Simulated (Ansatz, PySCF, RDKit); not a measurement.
Pair of molecules: CH5N (SMILES CN) (first 7 atoms) with CH2F2 (SMILES FCF); geometry from B3LYP-D3(BJ)/def2-TZVP, rigid monomers moved along the line of their centres of mass till N2···H11 is 4.20 Å.
(charge 0, multiplicity 1):
```xyz
12

C     -0.282    -0.601    -0.167
N      0.259     0.615     0.447
H     -1.031    -1.033     0.498
H      0.518    -1.334    -0.277
H     -0.742    -0.452    -1.152
H     -0.470     1.309     0.566
H      0.968     1.032    -0.144
F     -1.262    -1.390     5.123
C     -0.148    -0.669     5.467
F     -0.543     0.353     6.284
H      0.282    -0.252     4.556
H      0.518    -1.323     6.032
```

Monomers are frozen at their geometry in the pair; levels with a basis set take the counterpoise correction. Rows marked so take none.

Correlated levels freeze the cores. Rows in 6-31G* carry no dispersion term and start afresh at each structure (6-31G* with six Cartesian d functions).

Codes used: Ansatz (a quantum-chemistry and plane-wave program); PySCF for 6-31G* rows, the dispersion terms; RDKit for the force fields. 

```tsv
level	interaction energy (kcal/mol)
MMFF94	-0.86
HF/6-31G* (no counterpoise)	-0.85
r2SCAN-D3(BJ)/def2-TZVPPD	-0.80
B3LYP/6-31G* (no counterpoise)	-0.68
B3LYP/def2-TZVPPD	-0.66
PBE0/def2-TZVPPD	___
wB97X-V/def2-TZVPPD	-0.88
MP2/aug-cc-pVDZ	-0.87
CCSD(T)/aug-cc-pVDZ	-0.86
```

### Question
Some entries are withheld; supply them.

### Answer

- PBE0/def2-TZVPPD, interaction energy (kcal/mol): -0.76
